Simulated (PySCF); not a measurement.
Excitations are Tamm–Dancoff values on a coarser integration grid. The basis has no diffuse functions, so Rydberg states are missing or too high.

Cartesian coordinates (Å):
SMILES: C=[SiH]N(C)C
```xyz
14

C      2.5175    -0.5815    -0.0100
Si     0.8995    -0.9190    -0.3874
N     -0.4551     0.0353    -0.0345
C     -0.3389     1.2947     0.6608
C     -1.8030    -0.3252    -0.3958
H      2.8769     0.2976     0.5084
H      3.2732    -1.2998    -0.3064
H      0.4613    -2.1374    -1.0995
H      0.7036     1.5020     0.9047
H     -0.9110     1.2820     1.5967
H     -0.7149     2.1213     0.0452
H     -2.4419    -0.4111     0.4923
H     -1.8169    -1.2848    -0.9150
H     -2.2502     0.4258    -1.0594
```
Charge 0, multiplicity 1.

### Question
What is the computed S1 excitation (TDA), total energy, dipole moment, HOMO–LUMO gap, LUMO, S1 oscillator strength, S1–T1 gap (TDA) and T1 excitation (TDA) (PBE-D3(BJ)/def2-TZVP // PBE0-D3(BJ)/def2-TZVP in PySCF)?

### Answer

```json
{
 "S1 excitation (TDA)": "4.68 eV",
 "total_energy": "-463.6376 Ha",
 "dipole_moment": "2.59 D",
 "HOMO–LUMO gap": "3.70 eV",
 "LUMO": "-0.82 eV",
 "S1 oscillator strength": "0.023",
 "S1–T1 gap (TDA)": "1.60 eV",
 "T1 excitation (TDA)": "3.08 eV"
}
```
